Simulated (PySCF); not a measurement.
Dipole moment and polarisability of SiH2(NHiPr)2

Compound: SiH2(NHiPr)2, C6H18N2Si.
Cartesian coordinates in Å at the PBE0-D3(BJ)/def2-SVP level; atoms count from 1:
```xyz
27
C6H18N2Si angstrom
Si     0.2713   -0.0054    0.1671
H      0.3995    0.2353    1.6416
H      1.6641   -0.2467   -0.3346
N     -0.4169    1.2750   -0.7809
C      0.1570    2.5446   -1.1958
C      1.6080    2.3907   -1.6267
C      0.0116    3.6253   -0.1257
H     -1.4233    1.3390   -0.6510
H     -0.4065    2.8818   -2.0871
H      2.2573    2.1345   -0.7740
H      1.9811    3.3326   -2.0555
H      1.7125    1.5976   -2.3814
H      0.5850    3.3548    0.7762
H      0.3759    4.6015   -0.4841
H     -1.0420    3.7462    0.1714
N     -0.8761   -1.2879   -0.0584
C     -1.0152   -2.5508    0.6498
C     -0.8223   -2.3801    2.1490
C     -0.0893   -3.6316    0.0943
H     -1.1724   -1.3649   -1.0280
H     -2.0565   -2.8947    0.4993
H      0.2182   -2.1146    2.3957
H     -1.0574   -3.3187    2.6728
H     -1.4757   -1.5878    2.5429
H      0.9658   -3.3529    0.2506
H     -0.2633   -4.6047    0.5813
H     -0.2431   -3.7637   -0.9882
```

Level: CAM-B3LYP/def2-SVPD (PySCF), static field, nuclei fixed, core orbitals frozen in the response. The polarisability tensor in these axes (au):

```
x   105.75   5.22  -4.77
y     5.22 134.91  -8.36
z    -4.77  -8.36 110.03
```

Diagonalise the tensor; give its mean and Δα, where Δα² is half the sum of the squared differences of the eigenvalues.

Principal values 102.66, 109.32 and 138.70 au; mean 116.90 au = 17.32 Å³ = 19.27 × 10⁻⁴⁰ C²·m²/J; Δα = 33.22 au (28 % of the mean).

What is the dipole moment, and where does it point?

(-0.73, 0.00, -0.47) D, 0.87 D in size, pointing from the negative to the positive side. Measured along this direction, the outermost atoms are H10 and H22 at the negative end and H20, H8, H21 and H9 at the positive end.

Give the eigenvalues of the traceless quadrupole moment Θ = ½Σq(3rr − r²1), origin at the centre of nuclear charge.

-4.30, -0.89, 5.19 D·Å. The values depend on the origin, since the dipole doesn't vanish. The electronic extent ⟨r²⟩ about the same centre is 2433 bohr², a root-mean-square distance of 2.88 Å for the 82 electrons.

Orientational against electronic polarisability at 500 K (dilute gas, rigid molecules)?

In Gaussian units μ²/3kT = 3.66 Å³ against 17.32 Å³, a ratio of 0.21; the Debye molar polarisation (4π/3)N_A(α + μ²/3kT) is 52.9 cm³/mol, leaving out the vibrational part.

Directions of the eigenvectors, and the extent of the frame along each?

Largest value along (0.19, 0.93, -0.30), where the nuclei span 9.04 Å; middle along (-0.51, 0.36, 0.78), 4.33 Å; least along (0.84, 0.01, 0.55), 3.04 Å. The response follows the extents in order.

Rayleigh depolarisation ratio (linearly polarised light, static tensor)?

ρ = 3Δα²/(45ᾱ² + 4Δα²) = 3310.4/(614903 + 4413.9) = 0.00535.

Geometry: PBE0-D3(BJ)/def2-SVP, one conformer, isolated molecule.
